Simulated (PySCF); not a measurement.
C2H8Si2, charge -1, doublet, at the geometry of the source list (a state made from the parent by changing its charge; the spin is typed, not shown lowest) (in this run its highest filled SCF level lies above zero, so its values depend strongly on the basis, on diffuse functions most of all); DF-SVWN5/6-311++G** (PySCF).

Input for PySCF:
```python
from pyscf import gto, scf, dft

mol = gto.M(
    atom='''
C     0.255200    0.360500    1.252100
Si    1.347300   -0.249000   -0.203200
C    -0.259600   -0.389800   -1.242300
Si   -1.342500    0.281200    0.192500
H     0.505500    1.346900    1.631900
H     0.250600   -0.304700    2.112200
H     2.304600    0.741400   -0.698700
H     2.037500   -1.520200    0.036800
H    -0.274600    0.210000   -2.147900
H    -0.504300   -1.405000   -1.545600
H    -1.959900    1.582100   -0.071400
H    -2.360000   -0.653400    0.683600
''',
    basis='6-311++g**',
    charge=-1,
    spin=1,
    verbose=5,
)

mf = dft.UKS(mol)
mf.xc = 'lda,vwn'
mf = mf.density_fit(auxbasis='def2-universal-jkfit')
mf.kernel()
mf.analyze()
```

Q: What does PySCF print? Leave out banner, timings and long lists.

A: 
```
PySCF version 2.14.0

[INPUT] verbose = 5
[INPUT] max_memory = 4000
[INPUT] num. atoms = 12
[INPUT] num. electrons = 49
[INPUT] charge = -1
[INPUT] spin (= nelec alpha-beta = 2S) = 1
[INPUT] symmetry False subgroup None
[INPUT] Mole.unit = angstrom
[INPUT] Symbol           X                Y                Z      unit          X                Y                Z       unit  Magmom
[...]
[INPUT] ---------------- BASIS SET ----------------
[INPUT] l, kappa, [nprim/nctr], expnt,             c_1 c_2 ...
[INPUT] H
[...]
                                5.09479           0.190373
                                1.15879           0.852161
[...]
[INPUT] C
[...]
                                682.024           0.0152306
                                154.973           0.0761269
                                44.4553           0.260801
                                13.029            0.616462
                                1.82773           0.221006
[...]
                                4.80331           0.919999
                                1.45933           -0.00303068
[...]
                                4.80331           0.237594
                                1.45933           0.815854
[...]
[INPUT] Si
[...]
                                10354.94          0.005932
                                2333.8796         0.031088
                                657.14295         0.124967
                                214.30113         0.386897
                                77.629168         0.554888
[...]
                                30.630807         0.627765
                                12.801295         0.247623
[...]
                                78.900366         0.068299
                                24.98815          0.290958
                                9.219711          0.732117
[...]
                                1.45131           0.439148
[...]
nuclear repulsion = 217.245328447327
number of shells = 88
number of NR pGTOs = 240
number of NR cGTOs = 160
basis = 6-311++g**
ecp = {}

******** <class 'pyscf.df.df_jk.DFUKS'> ********
method = DFUKS
initial guess = minao
damping factor = 0
level_shift factor = 0
DIIS = <class 'pyscf.scf.diis.CDIIS'>
diis_start_cycle = 1
diis_space = 8
diis_damp = 0
SCF conv_tol = 1e-09
SCF conv_tol_grad = None
SCF max_cycles = 50
direct_scf = False
number electrons alpha = 25  beta = 24
XC library pyscf.dft.libxc version 7.1.2
[...]
converged SCF energy = -656.937998572231  <S^2> = 0.75041431  2S+1 = 2.0004143
Total Energy =                        -656.937998572230754
[...]
spin_pop of  8 H 3s        0.01756
spin_pop of  8 H 4s        0.00785
spin_pop of  8 H 2px       0.00000
spin_pop of  8 H 2py       0.00002
spin_pop of  8 H 2pz      -0.00000
spin_pop of  9 H 1s        0.00441
spin_pop of  9 H 2s        0.02644
spin_pop of  9 H 3s        0.01637
spin_pop of  9 H 4s        0.00737
spin_pop of  9 H 2px       0.00000
spin_pop of  9 H 2py       0.00001
spin_pop of  9 H 2pz       0.00001
spin_pop of  10 H 1s       -0.00297
spin_pop of  10 H 2s       -0.00002
spin_pop of  10 H 3s        0.00002
spin_pop of  10 H 4s       -0.00002
spin_pop of  10 H 2px      -0.00000
spin_pop of  10 H 2py      -0.00001
spin_pop of  10 H 2pz       0.00018
spin_pop of  11 H 1s       -0.00302
spin_pop of  11 H 2s       -0.00002
spin_pop of  11 H 3s        0.00002
spin_pop of  11 H 4s       -0.00002
spin_pop of  11 H 2px      -0.00001
spin_pop of  11 H 2py       0.00001
spin_pop of  11 H 2pz       0.00020
 ** Mulliken Spin Density (per atom)  **
spin density of  0 C =      0.09105
spin density of  1 Si =      0.30101
spin density of  2 C =      0.09105
spin density of  3 Si =      0.30094
spin density of  4 H =      0.05905
spin density of  5 H =      0.05460
spin density of  6 H =     -0.00283
spin density of  7 H =     -0.00285
spin density of  8 H =      0.05905
spin density of  9 H =      0.05462
spin density of  10 H =     -0.00283
spin density of  11 H =     -0.00285
 ** Mulliken pop alpha/beta on meta-lowdin orthogonal AOs **
 ** Mulliken pop       alpha | beta **
In total            25.00000 | 24.00000
 ** Mulliken atomic charges   ( Nelec_alpha | Nelec_beta ) **
charge of  0C =     -0.75867  (     3.42486      3.33381 )
charge of  1Si =      0.23782  (     7.03160      6.73059 )
charge of  2C =     -0.75867  (     3.42486      3.33381 )
charge of  3Si =      0.23789  (     7.03153      6.73059 )
charge of  4H =      0.08246  (     0.48830      0.42925 )
charge of  5H =      0.08701  (     0.48380      0.42919 )
charge of  6H =     -0.07424  (     0.53570      0.53854 )
charge of  7H =     -0.07439  (     0.53577      0.53862 )
charge of  8H =      0.08244  (     0.48830      0.42925 )
charge of  9H =      0.08699  (     0.48381      0.42920 )
charge of  10H =     -0.07425  (     0.53571      0.53854 )
charge of  11H =     -0.07439  (     0.53577      0.53862 )

WARN: System has nonzero charge -1; the dipole moment is origin-dependent.
Location of origin: [0. 0. 0.]

Dipole moment(X, Y, Z, Debye): -0.01371, -0.08997,  0.02980
```
